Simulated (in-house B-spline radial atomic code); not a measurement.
A calculation on Al II (Al+) (an excited or competing configuration): its settings, and results tabulated from the run. All numbers are computed (Dirac-Hartree-Fock, average of configuration; Fermi nucleus of rms radius 3.061 fm) with an all-electron radial atomic-structure program (B-spline basis), not measured.

Command:
```bash
python run_scf.py task.json out
```
Settings (nuclear radius in fm, mass in u):
```
Z                13
configuration    [He] 2s1 2p6 3s2 5p1
hamiltonian      dirac
method           hf
spin_polarised   False
nucleus          fermi
rms_radius       3.061
atomic_mass      26.98154
speed_of_light   137.035999084
```

Output (hartree, bohr):
```
 radial grid: 83 intervals, B-splines of order 8, outer radius 60 bohr

 iter        energy (Eh)    residual
    1       -236.1357096    2.68e-01
    2       -237.1217230    6.53e-02
    3       -237.1677712    2.54e-02
    4       -237.1753582    9.96e-03
    5       -237.1770658    2.06e-03
    6       -237.1771574    4.34e-04
    7       -237.1771625    3.27e-05
    8       -237.1771625    1.40e-06
    9       -237.1771625    7.75e-08

 total energy                     -237.177162
 kinetic                            238.05410
 electron-nucleus                  -556.94070
 electron-electron                   81.70943

 first-order corrections (not in the total)
   Gaunt                            0.04418
   retardation                     -0.00293
   frequency dependence            -0.00002
   self-energy                      0.02837
   Uehling                         -0.00170
   Wichmann-Kroll                   0.00000
   recoil                           0.00406

 orbital      occ     eigenvalue          <r>       <r^2>       <1/r>       r_max    small
 1s1/2      2.000      -60.17059     0.119988   0.0193941     12.6404     0.07841  2.11e-03
 2s1/2      1.000       -6.29310     0.610475    0.449281     2.40848      0.4885  3.04e-04
 2p1/2      2.000       -4.45611     0.572944    0.410909     2.29232      0.4204  2.81e-04
 2p3/2      4.000       -4.43751     0.574817    0.413446     2.28256      0.4218  2.80e-04
 3s1/2      2.000       -1.02473      2.07847     4.95235    0.661314       1.807  4.86e-05
 5p1/2      0.333       -0.12179      11.9517     160.296    0.114842       12.15  4.09e-06
 5p3/2      0.667       -0.12169      11.9612     160.548    0.114731       12.16  4.09e-06
```

Time taken, with all properties: 0.86 s on 1 thread of Arm Neoverse V1, with other jobs on the host.

For the Dirac Hamiltonian the kinetic term is c α·p + (β - 1)c².
